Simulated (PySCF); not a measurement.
W(NH)(S)(OH)(NH2) (H4N2OSW), SMILES [NH]=[W]([NH2])([OH])=[S], multiplicity 1.

Geometry optimised at PBE0-D3(BJ)/def2-SVP. The spin state was assumed, not searched. The structure was generated by enumeration; whether it is a known compound was not checked. The def2 effective core potentials stand for the cores of W; spin–orbit coupling is left out. The values are those of a single conformer.

The numbers are results of PBE0-D3(BJ)/def2-SVP in PySCF, not measurements.

Frequencies are harmonic and unscaled.

Computed harmonic wavenumbers and intensities:
```csv
mode,ν (cm⁻¹),IR (km/mol),Raman (Å⁴/amu),depolarisation,moving atoms (share of kinetic energy)
1,180,0.7,3.4,0.74,"S 35 %, N 27 %, H 13 %, W 12 %, O 12 %"
2,191,13.9,2.5,0.60,"N 22 %, O 22 %, S 20 %, H 20 %, W 15 %"
3,204,12.5,4.7,0.73,"H 28 %, O 28 %, N 27 %, S 10 %"
4,226,46.6,5.0,0.73,"N 38 %, H 34 %, O 22 %"
5,229,3.1,5.2,0.75,"N 44 %, H 30 %, O 20 %"
6,285,36.6,3.8,0.68,"H 57 %, N 29 %, O 8 %"
7,375,1.5,1.0,0.35,H 90 %
8,479,136.9,1.7,0.70,"H 78 %, N 21 %"
9,525,273.3,10.4,0.17,"H 41 %, S 40 %, W 9 %, N 9 %"
10,568,47.0,7.6,0.14,"H 48 %, S 38 %"
11,599,196.8,1.7,0.68,"H 76 %, O 16 %"
12,642,20.1,2.6,0.63,"H 61 %, O 19 %, N 18 %"
13,681,11.1,2.8,0.10,"H 66 %, N 28 %"
14,721,64.4,14.7,0.11,"O 42 %, N 34 %, H 17 %"
15,736,135.9,3.9,0.67,"H 36 %, N 34 %, O 19 %, W 11 %"
16,1021,107.7,29.8,0.13,"N 84 %, W 8 %"
17,1511,39.0,11.1,0.53,"H 89 %, N 11 %"
18,3589,127.0,138.9,0.17,H 96 %
19,3648,167.9,173.5,0.33,H 92 %
20,3697,59.6,55.1,0.69,"H 91 %, N 9 %"
21,3926,249.1,120.1,0.28,H 94 %
```
